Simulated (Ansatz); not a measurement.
A short molecular-dynamics run on AlGeH$_{4}$N (`[NH]1[AlH][GeH2]1`).

```yaml
crystal:
  periodic: [false, false, false]
  atoms:
    - {symbol: N, position_ang: [-0.658336, -0.546173, -0.422835]}
    - {symbol: Al, position_ang: [0.286728, 0.643504, -1.284926]}
    - {symbol: Ge, position_ang: [0.434101, 0.111472, 1.005171]}
    - {symbol: H, position_ang: [-1.369950, -1.258236, -0.394497]}
    - {symbol: H, position_ang: [0.458895, 1.242717, -2.734390]}
    - {symbol: H, position_ang: [-0.400842, 0.734792, 2.149004]}
    - {symbol: H, position_ang: [1.310703, -0.996076, 1.636773]}
basis:
  gaussian: {orbitals: def2-SVP}
hamiltonian: {xc: {name: revPBE}}
md: {timestep: 1 fs, n_steps: 50, ensemble: nvt_nose_hoover, temperature: 1000, initial_velocities: maxwell_boltzmann, seed: 566}
```

```sh
$ ansatz run in.yaml --threads 2 --pin off --events-out ev --progress --plain --max-ram 4352MiB
```

```tsv
step	time (fs)	potential energy (eV)	kinetic (eV)	T (K)	conserved (eV)
0	0.0	-64653.2451	0.6463	1000	-64652.5988
1	1.0	-64653.1938	0.6004	929	-64652.5934
2	2.0	-64653.0493	0.4645	719	-64652.5848
3	3.0	-64652.9383	0.3576	553	-64652.5807
4	4.0	-64652.9230	0.3400	526	-64652.5830
5	5.0	-64652.9678	0.3780	585	-64652.5900
6	6.0	-64652.9719	0.3786	586	-64652.5936
7	7.0	-64652.8998	0.3163	489	-64652.5840
8	8.0	-64652.8867	0.3064	474	-64652.5809
9	9.0	-64652.9693	0.3775	584	-64652.5926
10	10.0	-64652.9909	0.3981	616	-64652.5939
11	11.0	-64652.9153	0.3284	508	-64652.5883
12	12.0	-64652.8220	0.2396	371	-64652.5840
13	13.0	-64652.7823	0.2016	312	-64652.5826
14	14.0	-64652.8189	0.2354	364	-64652.5857
15	15.0	-64652.8845	0.2952	457	-64652.5917
16	16.0	-64652.9030	0.3165	490	-64652.5894
17	17.0	-64652.9155	0.3353	519	-64652.5835
18	18.0	-64652.9888	0.4005	620	-64652.5923
19	19.0	-64653.0093	0.4193	649	-64652.5947
20	20.0	-64652.9281	0.3459	535	-64652.5876
21	21.0	-64652.8371	0.2606	403	-64652.5825
22	22.0	-64652.8142	0.2382	369	-64652.5824
23	23.0	-64652.8620	0.2826	437	-64652.5863
24	24.0	-64652.9181	0.3337	516	-64652.5921
25	25.0	-64652.9014	0.3183	492	-64652.5915
26	26.0	-64652.8359	0.2645	409	-64652.5806
27	27.0	-64652.8679	0.2947	456	-64652.5830
28	28.0	-64652.9661	0.3827	592	-64652.5941
29	29.0	-64652.9762	0.3946	611	-64652.5933
30	30.0	-64652.8953	0.3208	496	-64652.5873
31	31.0	-64652.8137	0.2449	379	-64652.5824
32	32.0	-64652.8085	0.2411	373	-64652.5817
33	33.0	-64652.8884	0.3161	489	-64652.5876
34	34.0	-64652.9665	0.3881	601	-64652.5948
35	35.0	-64652.9519	0.3801	588	-64652.5896
36	36.0	-64652.9234	0.3610	559	-64652.5814
37	37.0	-64652.9796	0.4100	634	-64652.5901
38	38.0	-64653.0078	0.4362	675	-64652.5937
39	39.0	-64652.9418	0.3772	584	-64652.5882
40	40.0	-64652.8504	0.2921	452	-64652.5832
41	41.0	-64652.8091	0.2532	392	-64652.5818
42	42.0	-64652.8381	0.2805	434	-64652.5846
43	43.0	-64652.8929	0.3310	512	-64652.5902
44	44.0	-64652.8970	0.3367	521	-64652.5901
45	45.0	-64652.8681	0.3194	494	-64652.5800
46	46.0	-64652.9397	0.3888	602	-64652.5838
47	47.0	-64653.0610	0.5003	774	-64652.5956
48	48.0	-64653.0662	0.5095	788	-64652.5941
49	49.0	-64652.9626	0.4158	643	-64652.5864
50	50.0	-64652.8639	0.3247	502	-64652.5806
```

Velocities are drawn at the set temperature; a run this short doesn't reach equilibrium.

Frames (Å, forces in eV/Å):

```xyz
7
time=0.0 fs
N    -0.658   -0.546   -0.423   -0.262   -0.241   -0.061
Al    0.287    0.644   -1.285    0.419    0.544   -0.437
Ge    0.434    0.111    1.005    0.358    0.253    0.342
H    -1.370   -1.258   -0.394   -0.528   -0.532    0.033
H     0.459    1.243   -2.734    0.020    0.089   -0.236
H    -0.401    0.735    2.149   -0.171    0.112    0.229
H     1.311   -0.996    1.637    0.163   -0.226    0.129
7
time=2.0 fs
N    -0.661   -0.543   -0.434   -2.413   -2.473    0.460
Al    0.283    0.639   -1.282    0.674    1.146   -1.712
Ge    0.437    0.114    1.007    0.335    0.260   -0.302
H    -1.435   -1.304   -0.336    1.604    1.581   -0.363
H     0.517    1.297   -2.822   -0.159   -0.386    0.894
H    -0.421    0.614    2.134   -0.636    0.556    0.768
H     1.263   -0.976    1.655    0.594   -0.683    0.253
7
time=4.0 fs
N    -0.671   -0.547   -0.444   -2.190   -2.295    0.695
Al    0.281    0.637   -1.281    0.719    1.290   -2.156
Ge    0.440    0.116    1.008    0.147    0.181   -0.190
H    -1.443   -1.295   -0.292    1.561    1.509   -0.580
H     0.568    1.337   -2.877   -0.285   -0.610    1.391
H    -0.464    0.513    2.147   -0.622    0.628    0.680
H     1.238   -0.982    1.683    0.670   -0.704    0.161
7
time=6.0 fs
N    -0.685   -0.556   -0.452    0.503    0.302    0.168
Al    0.280    0.636   -1.284    0.530    1.033   -1.988
Ge    0.443    0.119    1.009   -0.212   -0.146    0.622
H    -1.397   -1.233   -0.268   -0.759   -0.741   -0.162
H     0.609    1.355   -2.880   -0.347   -0.660    1.472
H    -0.530    0.436    2.185   -0.108    0.487    0.038
H     1.238   -1.013    1.717    0.394   -0.276   -0.151
7
time=8.0 fs
N    -0.699   -0.565   -0.460    2.665    2.325   -0.439
Al    0.279    0.636   -1.289    0.261    0.613   -1.469
Ge    0.446    0.121    1.011   -0.543   -0.593    1.376
H    -1.381   -1.200   -0.249   -2.550   -2.409    0.358
H     0.637    1.347   -2.827   -0.330   -0.545    1.190
H    -0.600    0.377    2.225    0.442    0.380   -0.558
H     1.252   -1.054    1.744    0.056    0.228   -0.457
7
time=10.0 fs
N    -0.706   -0.568   -0.469   -0.022   -0.199    0.502
Al    0.279    0.638   -1.296   -0.020    0.115   -0.556
Ge    0.449    0.123    1.013   -0.752   -0.929    1.685
H    -1.447   -1.245   -0.221    0.354    0.294   -0.574
H     0.653    1.319   -2.730   -0.168   -0.179    0.387
H    -0.654    0.334    2.243    0.768    0.354   -0.833
H     1.269   -1.087    1.755   -0.159    0.545   -0.611
7
time=12.0 fs
N    -0.713   -0.571   -0.476   -1.311   -1.354    0.956
Al    0.279    0.640   -1.304   -0.512   -0.708    1.005
Ge    0.451    0.125    1.016   -0.862   -1.070    1.529
H    -1.506   -1.284   -0.213    1.855    1.635   -1.048
H     0.663    1.286   -2.620    0.210    0.505   -1.035
H    -0.679    0.304    2.231    0.838    0.373   -0.805
H     1.280   -1.100    1.742   -0.219    0.619   -0.601
7
time=14.0 fs
N    -0.723   -0.578   -0.481   -0.337   -0.407    0.504
Al    0.278    0.640   -1.311   -1.059   -1.526    2.413
Ge    0.453    0.126    1.020   -0.840   -0.988    0.947
H    -1.498   -1.265   -0.244    1.138    0.954   -0.725
H     0.681    1.271   -2.549    0.591    1.100   -2.208
H    -0.673    0.288    2.189    0.629    0.417   -0.487
H     1.283   -1.090    1.707   -0.124    0.449   -0.446
7
time=16.0 fs
N    -0.734   -0.585   -0.485    2.795    2.442   -0.525
Al    0.276    0.639   -1.314   -1.039   -1.450    2.102
Ge    0.454    0.127    1.024   -0.649   -0.718   -0.048
H    -1.453   -1.215   -0.301   -1.774   -1.654    0.177
H     0.720    1.296   -2.557    0.442    0.838   -1.680
H    -0.643    0.288    2.128    0.103    0.487    0.142
H     1.282   -1.063    1.655    0.122    0.056   -0.168
7
time=18.0 fs
N    -0.737   -0.587   -0.490    2.650    2.330   -0.454
Al    0.272    0.635   -1.315   -0.444   -0.603    0.657
Ge    0.455    0.127    1.029   -0.346   -0.384   -1.179
H    -1.467   -1.221   -0.354   -1.628   -1.547    0.142
H     0.775    1.352   -2.628   -0.088    0.055   -0.229
H    -0.610    0.307    2.074   -0.573    0.569    0.907
H     1.285   -1.035    1.597    0.430   -0.421    0.156
7
time=20.0 fs
N    -0.734   -0.582   -0.496   -0.528   -0.475    0.127
Al    0.267    0.631   -1.314    0.187    0.242   -0.526
Ge    0.456    0.127    1.032   -0.280   -0.205   -1.717
H    -1.537   -1.280   -0.402    1.358    1.041   -0.240
H     0.827    1.411   -2.709   -0.496   -0.514    0.776
H    -0.597    0.347    2.052   -0.789    0.556    1.213
H     1.305   -1.021    1.544    0.547   -0.645    0.367
7
time=22.0 fs
N    -0.732   -0.578   -0.501   -1.441   -1.307    0.217
Al    0.263    0.627   -1.314    0.582    0.750   -1.099
Ge    0.457    0.127    1.035   -0.602   -0.263   -1.335
H    -1.561   -1.304   -0.459    2.092    1.679   -0.115
H     0.861    1.451   -2.762   -0.686   -0.773    1.201
H    -0.613    0.409    2.076   -0.239    0.324    0.748
H     1.344   -1.031    1.505    0.294   -0.409    0.383
7
time=24.0 fs
N    -0.733   -0.578   -0.507   -0.047   -0.078    0.125
Al    0.260    0.624   -1.316    0.741    0.933   -1.170
Ge    0.457    0.126    1.038   -0.898   -0.398   -0.668
H    -1.510   -1.269   -0.519    0.604    0.355    0.118
H     0.869    1.462   -2.770   -0.725   -0.827    1.258
H    -0.637    0.482    2.127    0.486   -0.036    0.037
H     1.395   -1.057    1.480   -0.162    0.050    0.299
7
time=26.0 fs
N    -0.734   -0.577   -0.512    2.820    2.551    0.325
Al    0.257    0.622   -1.319    0.745    0.900   -0.879
Ge    0.457    0.126    1.039   -0.960   -0.471   -0.261
H    -1.441   -1.225   -0.576   -2.341   -2.355    0.044
H     0.850    1.442   -2.730   -0.627   -0.693    0.996
H    -0.644    0.555    2.181    0.901   -0.343   -0.450
H     1.440   -1.081    1.466   -0.537    0.411    0.225
7
time=28.0 fs
N    -0.729   -0.571   -0.516    0.972    0.826    0.371
Al    0.256    0.622   -1.324    0.649    0.715   -0.230
Ge    0.456    0.125    1.041   -0.847   -0.432   -0.164
H    -1.447   -1.258   -0.631   -0.710   -0.867    0.206
H     0.807    1.395   -2.653   -0.326   -0.275    0.255
H    -0.617    0.615    2.218    0.970   -0.519   -0.638
H     1.464   -1.089    1.462   -0.707    0.553    0.200
7
time=30.0 fs
N    -0.720   -0.562   -0.519   -1.540   -1.721    0.173
Al    0.255    0.622   -1.329    0.331    0.195    0.993
Ge    0.455    0.124    1.043   -0.656   -0.312   -0.367
H    -1.481   -1.323   -0.677    1.549    1.407    0.641
H     0.752    1.339   -2.568    0.214    0.500   -1.102
H    -0.553    0.655    2.231    0.757   -0.540   -0.553
H     1.462   -1.077    1.465   -0.656    0.471    0.216
7
time=32.0 fs
N    -0.716   -0.557   -0.521   -1.752   -2.051    0.219
Al    0.255    0.623   -1.332    0.028   -0.341    2.170
Ge    0.454    0.123    1.044   -0.413   -0.145   -0.927
H    -1.460   -1.341   -0.700    1.605    1.583    0.742
H     0.705    1.302   -2.525    0.645    1.165   -2.297
H    -0.461    0.676    2.224    0.275   -0.368   -0.171
H     1.436   -1.048    1.476   -0.388    0.158    0.264
7
time=34.0 fs
N    -0.716   -0.558   -0.523    0.131   -0.070    0.646
Al    0.256    0.624   -1.332    0.269   -0.040    1.784
Ge    0.452    0.122    1.045   -0.147    0.006   -1.795
H    -1.383   -1.302   -0.695   -0.337   -0.436    0.365
H     0.680    1.307   -2.565    0.434    0.869   -1.815
H    -0.359    0.683    2.212   -0.392    0.002    0.481
H     1.395   -1.012    1.498    0.042   -0.332    0.333
7
time=36.0 fs
N    -0.716   -0.558   -0.523    2.097    2.259    1.168
Al    0.256    0.624   -1.331    0.774    0.791    0.313
Ge    0.450    0.120    1.045    0.010    0.090   -2.427
H    -1.321   -1.284   -0.677   -2.354   -2.796   -0.104
H     0.672    1.344   -2.672   -0.058    0.038   -0.295
H    -0.270    0.690    2.217   -0.874    0.352    0.982
H     1.355   -0.990    1.532    0.405   -0.733    0.362
7
time=38.0 fs
N    -0.710   -0.554   -0.520   -0.287   -0.651    0.834
Al    0.258    0.626   -1.328    1.120    1.441   -0.921
Ge    0.449    0.119    1.044    0.014    0.110   -2.046
H    -1.334   -1.355   -0.660   -0.105   -0.012    0.350
H     0.662    1.383   -2.792   -0.334   -0.525    0.823
H    -0.214    0.709    2.258   -0.814    0.330    0.726
H     1.330   -0.994    1.580    0.407   -0.693    0.234
7
time=40.0 fs
N    -0.705   -0.551   -0.515   -1.766   -2.700    0.772
Al    0.261    0.629   -1.327    1.162    1.646   -1.530
Ge    0.447    0.118    1.041    0.007    0.015   -0.916
H    -1.356   -1.432   -0.631    1.344    2.021    0.472
H     0.639    1.403   -2.883   -0.398   -0.747    1.345
H    -0.188    0.741    2.325   -0.445    0.012   -0.079
H     1.319   -1.023    1.637    0.095   -0.248   -0.064
7
time=42.0 fs
N    -0.705   -0.555   -0.507   -1.255   -2.148    0.845
Al    0.266    0.635   -1.328    0.905    1.401   -1.535
Ge    0.445    0.117    1.039    0.067   -0.141    0.090
H    -1.330   -1.437   -0.584    1.013    1.701    0.271
H     0.602    1.395   -2.923   -0.355   -0.764    1.478
H    -0.179    0.773    2.391   -0.149   -0.280   -0.773
H     1.312   -1.063    1.691   -0.227    0.230   -0.376
7
time=44.0 fs
N    -0.708   -0.565   -0.498    1.139    1.149    0.830
Al    0.272    0.643   -1.331    0.450    0.819   -1.039
Ge    0.444    0.116    1.036    0.112   -0.260    0.596
H    -1.269   -1.382   -0.527   -1.055   -1.182    0.026
H     0.551    1.358   -2.907   -0.246   -0.622    1.277
H    -0.176    0.795    2.427   -0.020   -0.413   -1.112
H     1.297   -1.094    1.732   -0.380    0.509   -0.577
7
time=46.0 fs
N    -0.708   -0.571   -0.485    2.289    2.801    0.606
Al    0.279    0.652   -1.335   -0.018    0.077   -0.100
Ge    0.442    0.114    1.033    0.103   -0.298    0.632
H    -1.247   -1.371   -0.468   -1.944   -2.475    0.022
H     0.490    1.298   -2.843   -0.070   -0.267    0.576
H    -0.174    0.801    2.422   -0.023   -0.383   -1.113
H     1.268   -1.106    1.750   -0.336    0.546   -0.623
7
time=48.0 fs
N    -0.702   -0.571   -0.471    0.069   -0.420    0.684
Al    0.286    0.662   -1.340   -0.385   -0.756    1.395
Ge    0.440    0.113    1.031    0.065   -0.256    0.235
H    -1.289   -1.440   -0.408    0.374    0.942   -0.213
H     0.427    1.227   -2.759    0.137    0.339   -0.828
H    -0.173    0.794    2.376   -0.153   -0.182   -0.777
H     1.225   -1.098    1.746   -0.107    0.334   -0.496
7
time=50.0 fs
N    -0.696   -0.572   -0.456   -0.823   -1.605    0.708
Al    0.292    0.670   -1.343   -0.629   -1.485    2.887
Ge    0.439    0.111    1.029    0.038   -0.175   -0.595
H    -1.322   -1.480   -0.356    1.342    2.307   -0.448
H     0.368    1.169   -2.707    0.231    0.868   -2.244
H    -0.179    0.779    2.299   -0.428    0.196   -0.103
H     1.180   -1.078    1.723    0.267   -0.106   -0.206
```

It took 38 s on 2 threads of an INTEL XEON PLATINUM 8581C on a shared host, with 0.35 GiB of host memory at the peak.
